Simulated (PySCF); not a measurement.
## Levels of Bi⁵²⁺ from EOM-EA-GCCSD

Reference: closed-shell Bi⁵³⁺, [Ar] 3d10 4s2; one electron is added. Calculated with PySCF 2.14, two-component X2C-1e with screened spin-orbit coupling, an even-tempered Gaussian basis (18 s from 3.6 bohr⁻², ratio 2.6; 15 p from 4.6 bohr⁻², ratio 2.6; 10 d from 4.6 bohr⁻², ratio 2.6; 6 f from 4.7 bohr⁻², ratio 2.8); frozen [Ar]; the 92 highest virtual spinors dropped; of the others 68 kept and the rest restored at second order. No Breit or QED terms. Binding energies in eV.

```json
{"level": "4p1/2", "Koopmans": "3151.5", "second order": "3153.0", "EOM-CCSD": "3152.8"}
{"level": "4p3/2", "Koopmans": "2968.8", "second order": "2970.8", "EOM-CCSD": "2970.8"}
```

For comparison, the ionisation energy of Bi⁵²⁺ is 3151 ± 4 eV (theoretical estimate listed by NIST; NIST Atomic Spectra Database, ionization energies).
